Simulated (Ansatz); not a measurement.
Relaxation of BClH₅N₂ (9 atoms, charge 0, multiplicity 2), to a largest force component of 0.03 eV/Å in at most 50 steps.

Level of theory: UKS B3LYP-D4/def2-SVP in Ansatz.

```xyz
9
Properties=species:S:1:pos:R:3
B 0.001 0.146 -0.119
Cl -0.023 0.653 1.649
N 1.255 0.095 -0.756
H 1.375 -0.163 -1.726
H 2.114 0.324 -0.274
N -1.237 -0.154 -0.717
H -2.108 -0.100 -0.207
H -1.334 -0.437 -1.683
H -0.043 -0.363 4.014
```

Q: Where does it end, and by what steps?

A: It converged. After 10 steps the energy has fallen by 0.040 eV; H9 moved furthest, 0.81 Å.

```tsv
step	energy less start (eV)	largest force component (eV/Å)	accepted
0	0.0000	0.582	yes
1	-0.0107	0.376	yes
2	-0.0285	0.066	yes
3	-0.0310	0.100	yes
4	-0.0343	0.117	yes
5	-0.0355	0.047	yes
6	-0.0369	0.055	yes
7	-0.0379	0.057	yes
8	-0.0387	0.064	yes
9	-0.0392	0.051	yes
10	-0.0398	0.010	yes
```

```xyz
9
Properties=species:S:1:pos:R:3
B -0.005 0.319 -0.076
Cl -0.059 1.322 1.427
N 1.256 0.081 -0.656
H 1.395 -0.467 -1.495
H 2.108 0.446 -0.253
N -1.228 -0.165 -0.581
H -2.109 0.029 -0.125
H -1.307 -0.734 -1.414
H -0.052 -0.831 3.353
```

Whether the end is a true minimum wasn't checked by a vibrational analysis.

Time of the run: 52 s on 2 threads of Arm Neoverse N1 (shared host), peak memory 0.22 GiB.
